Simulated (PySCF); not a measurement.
Ga(OH)2(SeH) (GaH3O2Se), SMILES [OH][Ga]([OH])[SeH]. The structure is a stationary point at PBE0-D3(BJ)/def2-SVP. Other conformers were not sampled.

Calculation: PBE0-D3(BJ)/def2-SVP in PySCF.

Harmonic wavenumbers (cm⁻¹): 115, 166, 178, 198, 297, 299, 338, 617, 699, 736, 798, 830, 2458, 3902, 3924. Rotational constants (GHz): 6.134, 1.521, 1.219; symmetry number 1.

Problem. Work out the zero-point energy and the ideal-gas rigid-rotor harmonic-oscillator thermochemistry at 298.15 K and 1 atm.

Solution. ZPE = ½ Σ hcν = ½ × 15556 cm⁻¹ = 93.05 kJ/mol. H − E(el) = 114.02 kJ/mol. Entropy in J/(mol K): translation 173.77, rotation 116.05, vibration 65.32, total 355.14. G − E(el) = 8.14 kJ/mol. Cp = 101.60 J/(mol K). Modes under 150 cm⁻¹ make the vibrational entropy uncertain.
